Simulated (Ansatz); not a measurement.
Cost and result up the ladder for GeCl3(OiPr) (C3H7Cl3GeO) (15 atoms). The state is a singlet with charge 0. Geometry: r2SCAN-D4/def2-SVP.

Cartesian coordinates in Å:
```
Ge 1.094 1.954 0.336
Cl 1.394 3.145 2.075
Cl 3.000 1.550 -0.556
Cl -0.104 3.006 -1.100
O 0.289 0.495 0.856
C -0.558 -0.295 -0.011
C -1.228 -1.316 0.888
C 0.252 -0.925 -1.132
H -1.327 0.373 -0.445
H -0.473 -1.978 1.340
H -1.935 -1.930 0.310
H -1.777 -0.813 1.698
H 0.691 -0.160 -1.792
H 1.070 -1.534 -0.716
H -0.388 -1.572 -1.752
```

Ansatz on 4 threads of Arm Neoverse V1 on a shared host. Times are rough, and most runs start from the orbitals of an earlier one. PBE0-D4/def2-TZVP serves as the yardstick here, not as an exact answer. Differences are given only for rows in sets of like size (and for xTB, whose basis is part of the method), since another set adds its own error. Binding counts from free atoms at the same level (Ge triplet, Cl doublet, O triplet, C triplet, H doublet; other spins of the atoms weren't run), without zero-point energy or a counterpoise term.

B3LYP takes the VWN-RPA correlation. Correlated methods freeze 28 core orbitals; core or outer-core shells of Ge are correlated, in sets that lack core-valence functions. The rows differ in basis, and correlated rows in double-zeta sets carry the largest basis error.

Correlated methods converge slowly with the basis, most of all in double-zeta sets.

```csv
level,functions,wall time
PBE-D4/def2-SVP,177,3.2 s
PBE0-D4/def2-SVP,177,5.5 s
PBE-D4/def2-TZVP,325,6.5 s
revPBE-D4/def2-TZVP,325,6.5 s
r2SCAN-D4/def2-TZVP,325,14 s
PBE0-D4/def2-TZVP,325,15 s
MP2/def2-TZVP,325,15 s
B3LYP-D4/def2-TZVP (with forces),325,21 s
CCSD(T)/def2-SVP,177,2.1 min
```

Task: Estimate what each level gives for the binding energy per atom (eV).

Result: 
| level | binding energy per atom (eV) | difference from PBE0-D4/def2-TZVP (eV) |
| --- | --- | --- |
| PBE-D4/def2-SVP | 3.96 | – |
| PBE0-D4/def2-SVP | 3.89 | – |
| PBE-D4/def2-TZVP | 3.92 | 0.06 |
| revPBE-D4/def2-TZVP | 3.83 | -0.04 |
| r2SCAN-D4/def2-TZVP | 3.87 | 0.00 |
| PBE0-D4/def2-TZVP | 3.86 | 0.00 |
| MP2/def2-TZVP | 3.81 | -0.05 |
| B3LYP-D4/def2-TZVP (with forces) | 3.81 | -0.05 |
| CCSD(T)/def2-SVP | 3.65 | – |
